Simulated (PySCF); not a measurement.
How methods differ on the ionisation energy of Hg⁺

Hg⁺ [Xe] 4f14 5d10 6s1 (2S) → Hg²⁺ [Xe] 4f14 5d10 (1S), as a difference of total energies. All numbers are calculated (PySCF 2.14, scalar relativity through the core potential, in aug-cc-pVDZ-PP with ECP60MDF). Correlated levels: valence: 5s2 5p6 frozen. The calculations carry no spin-orbit coupling.

```tsv
method	ionisation energy (eV)
UHF	17.071
MP2 (valence)	18.493
SCS-MP2 (valence)	18.306
CCSD (valence)	18.287
CCSD(T) (valence)	18.337
```

**Question.** How much does correlation contribute at CCSD(T) (valence)?

**Answer.** 18.337 − (17.071) = 1.266 eV, measured against UHF.

Errors of the correlated levels include the incompleteness of this basis and the frozen core.

For comparison: 18.757 eV (measured; NIST Atomic Spectra Database, ionization energies).
